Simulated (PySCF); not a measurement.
## HgP at r²SCAN0

Level: r²SCAN0. basis Hg def2-TZVPP with ECP60, P def2-TZVPP; scalar-relativistic core potentials; PySCF 2.14.

- state: ⁴Σ⁻ (quartet), unpaired electrons σ ↑, π ↑↑
- bond length: 2.730 Å
- harmonic wavenumber: 107 cm⁻¹
- force constant: 0.181 mdyn/Å
- rotational constant Be: 0.08421 cm⁻¹
- anharmonicity ωexe: 5.15 cm⁻¹
- vibration–rotation constant αe: 0.00248 cm⁻¹
- well depth De to Hg + P: 0.11 eV
- dissociation energy D0: 0.10 eV
- bond order (Mayer): 0.55
- dipole moment (positive dipole means Hg(−)P(+)): -0.36 D

The bond is weak. Basis-set superposition, not corrected here, can be much of De in a small basis, most of all at correlated wavefunction levels. Functionals without a dispersion term scatter widely for such bonds, and LDA overbinds them. Spin–orbit coupling is left out, which matters for elements this heavy, above all for dissociation energies. The state was picked by a PBE0 search and need not be the measured ground state.
